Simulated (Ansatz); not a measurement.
C3H3F5, SMILES `FCC(F)(F)C(F)F`, relaxed with RKS PBE0-D4/def2-TZVP in Ansatz 0.2.0 from a PBE-D4/def2-SVP geometry. The force threshold is 0.005 eV/Å; the program also tests the step.

The species carries charge 0 and has multiplicity 1.

Start:

```xyz
11

F     1.176    1.326    0.931
C     1.243    0.443   -0.129
C    -0.167    0.060   -0.563
F    -0.801    1.145   -1.101
F    -0.064   -0.899   -1.529
C    -1.053   -0.460    0.587
F    -2.228   -0.912    0.088
F    -0.405   -1.492    1.202
H     1.757    0.917   -0.992
H     1.786   -0.476    0.178
H    -1.244    0.348    1.328
```

```tsv
step	energy (eV)	largest force (eV/Å)	largest move (Å)
1	-16734.8689	0.623	0.000
2	-16734.9099	0.260	0.016
3	-16734.9152	0.037	0.012
4	-16734.9153	0.011	0.005
5	-16734.9155	0.022	0.016
6	-16734.9156	0.003	0.007
7	-16734.9156	0.002	0.004
```

End:

```xyz
11

F     1.168    1.354    0.891
C     1.236    0.440   -0.131
C    -0.166    0.060   -0.559
F    -0.796    1.131   -1.091
F    -0.063   -0.885   -1.517
C    -1.042   -0.461    0.585
F    -2.218   -0.880    0.092
F    -0.421   -1.511    1.166
H     1.750    0.886   -0.985
H     1.768   -0.449    0.214
H    -1.215    0.315    1.335
```

Hardware: 4 threads of an Arm Neoverse V1 on a shared host. Wall time 43 s, peak host memory 0.84 GiB.
